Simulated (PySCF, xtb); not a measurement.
GaF3, SMILES [F][Ga]([F])[F].

Harmonic wavenumbers (cm⁻¹) from GFN2-xTB (xtb) at its own minimum, in rising order: 109, 109, 144, 412, 500, 500.

Q: What does PBE-D3(BJ)/def2-SVP (PySCF) give at its own minimum? (Estimate from the structure and the level; the computed values follow.)

A: 177, 177, 190, 646, 741, 741. Paired by order, the mean absolute difference is 150 cm⁻¹ and the zero-point energies are 2.5 and 3.8 kcal/mol.
